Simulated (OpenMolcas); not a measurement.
## Lines of P: computed and rescaled rates

```
Program             : OpenMolcas 26.06
Method              : CASSCF
Basis               : ANO-RCC-VTZP [5s4p2d1f]
Scalar Hamiltonian  : DKH2, point nucleus
Active space        : 3 electrons in 3 orbitals (3p)
State averaging     : 2S+1 = 4 odd, 1 root; 2S+1 = 2 odd, 8 roots
Spin-orbit coupling : RASSI with atomic mean-field integrals over the reference wave functions, term energies averaged over their components
```

Rates come from the transition moments of the reference wave functions (E1 and E2 in the length form). At fixed line strength A goes as λ^-3 for E1 and M1 and as λ^-5 for E2, so a rate at the computed wavelength can be rescaled to the measured one. Measured vacuum wavelengths follow from level energies in NIST Handbook of Basic Atomic Spectroscopic Data. Branching counts decays inside the model space alone, at computed energies, and the table is only a selection of the E2 and M1 lines, drawn from those between levels with measured partners whose computed energy lies within a factor of 1.5 of the measured one.

| Upper | Lower | Type | λ computed (nm) | λ measured (nm) | A computed (s-1) | A rescaled (s-1) | Branching % |
| --- | --- | --- | --- | --- | --- | --- | --- |
| 3s² 3p³ ²P°_1/2 | 3s² 3p³ ²D°_5/2 | E2 | 995.8 | 1361 | 2.56e-01 | 5.37e-02 | 37.9 |
| 3s² 3p³ ²P°_1/2 | 3s² 3p³ ²D°_3/2 | E2 | 995.2 | 1358 | 3.85e-01 | 8.14e-02 | 57.0 |
| 3s² 3p³ ²P°_1/2 | 3s² 3p³ ²D°_3/2 | M1 | 995.2 | 1358 | 1.12e-02 |  | 1.7 |
| 3s² 3p³ ²P°_3/2 | 3s² 3p³ ²D°_5/2 | E2 | 995 | 1357 | 4.49e-01 | 9.52e-02 | 61.7 |
| 3s² 3p³ ²P°_3/2 | 3s² 3p³ ²D°_5/2 | M1 | 995 | 1357 | 1.01e-02 |  | 1.4 |
| 3s² 3p³ ²P°_3/2 | 3s² 3p³ ²D°_3/2 | E2 | 994.4 | 1354 | 1.93e-01 | 4.12e-02 | 26.5 |
| 3s² 3p³ ²P°_3/2 | 3s² 3p³ ²D°_3/2 | M1 | 994.4 | 1354 | 1.80e-02 |  | 2.5 |
| 3s² 3p³ ²D°_3/2 | 3s² 3p³ ⁴S°_3/2 | E2 | 650.3 | 880.2 | 1.27e-04 |  | 77.2 |
| 3s² 3p³ ²D°_3/2 | 3s² 3p³ ⁴S°_3/2 | M1 | 650.3 | 880.2 | 3.74e-05 |  | 22.8 |
| 3s² 3p³ ²D°_5/2 | 3s² 3p³ ⁴S°_3/2 | E2 | 650 | 879 | 1.98e-04 |  | 99.6 |
| 3s² 3p³ ²P°_1/2 | 3s² 3p³ ⁴S°_3/2 | M1 | 393.3 | 534.1 | 2.33e-02 |  | 3.5 |
| 3s² 3p³ ²P°_3/2 | 3s² 3p³ ⁴S°_3/2 | M1 | 393.2 | 533.4 | 5.82e-02 |  | 8.0 |

Spin-changing lines and M1 lines between different terms are not rescaled, since their strength hangs on the term gaps too.

The largest correction is for 3s² 3p³ ²P°_1/2 → 3s² 3p³ ²D°_5/2 (E2): 2.56e-01 × (995.8 / 1361)^5 = 5.37e-02 s-1, a factor of 0.21.

No measured rate stands beside these. Rescaling mends the energy factor alone: line strengths can still be far off where a level mixes with configurations outside the active space, and weak or spin-changing lines hang on small mixing coefficients that depend on the term gaps too, so rescaling need not improve them.

Without dynamic correlation excited terms often stand tens of per cent too high (terms of higher spin than the ground term too low), and those without a measured partner can miss by more than the paired ones. With the s shell closed, the reference lacks s² → p² mixing. Measured partners are found by configuration, term and J. A level has none where our copy of the source lacks it or the pairing is in doubt (some pairs that miss far off the trend of their configuration count as doubtful). Levels of configurations outside the active space are missing.

° marks odd parity.
